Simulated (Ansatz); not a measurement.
`[F][Al]([Cl])[SeH]` + `FBN[SiH3]` → `[SiH3]NB[SeH]` + `[F][Al]([F])[Cl]`  (redistribution)

Gas-phase electronic energies from Ansatz, PBE0-D4/def2-TZVP geometries. CCSD(T)/CBS is the MP2 limit (def2-TZVPP, def2-QZVPP) plus CCSD(T) − MP2 in def2-TZVPP, frozen cores. This one scheme is used for every species. Functionals use def2-TZVPP. For Se outer-core shells are correlated without core-valence functions, which leaves a few kJ/mol of doubt a bond. Scalar relativity is left out up to krypton. Each species was taken in one conformer, which may not be the lowest.

CCSD(T)/CBS gives +0.15 eV.

**Question.** Another level gave +0.15 eV. Which?
A. HF/def2-TZVPP
B. PBE/def2-TZVPP
C. MP2/def2-TZVPP
D. CCSD(T)/def2-TZVPP

**Answer.** D. CCSD(T)/def2-TZVPP 0.15, PBE 0.22, HF/def2-TZVPP 0.33, MP2/def2-TZVPP 0.11 eV.

Largest T1 diagnostic among the species: 0.012.

In def2-TZVPP, CCSD(T) changes the Hartree–Fock value by −0.19 eV (the triples alone add −0.02 eV) and MP2 by −0.23 eV.
